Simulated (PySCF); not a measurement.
C₃H₉FSi₂, SMILES F[SiH2]C1([SiH3])CC1.

Geometry: ωB97X-D3(BJ)/def2-SVP. The structure was generated by enumeration, and PubChem lists no compound with its InChIKey, so it may never have been made. Other conformers were not sampled.

Two levels are set side by side: PBE/def2-TZVP (PySCF) and B3LYP/def2-TZVP (PySCF). Same geometry, gas phase. Differences are taken from unrounded values.

| quantity | PBE |
|---|---|
| orbital gap (eV) | 6.49 |
| highest occupied level (eV) | -7.25 |
| lowest empty level (eV) | -0.76 |
| dipole moment (D) | 2.10 |
| mean polarisability (bohr³) | 87.0 |

Q: These are the PBE values. What does B3LYP give? (Estimate from the structure and the level; the computed values follow.)

A: 
```json
[
 {"quantity": "orbital gap (eV)", "B3LYP": "8.22", "PBE minus B3LYP": "-1.73"},
 {"quantity": "highest occupied level (eV)", "B3LYP": "-8.32", "PBE minus B3LYP": "1.07"},
 {"quantity": "lowest empty level (eV)", "B3LYP": "-0.10", "PBE minus B3LYP": "-0.66"},
 {"quantity": "dipole moment (D)", "B3LYP": "2.15", "PBE minus B3LYP": "-0.05"},
 {"quantity": "mean polarisability (bohr³)", "B3LYP": "83.9", "PBE minus B3LYP": "3.0"}
]
```

PBE's occupied levels lie high since its potential decays too fast outside the molecule; exact exchange lowers them and widens the gap. Loosely held outer electrons make PBE densities more polarisable. Differences between two approximate levels are no errors against the true value.

Rough cost on one machine, each run with all the roots and properties that it gave: B3LYP against PBE within a factor of 2.
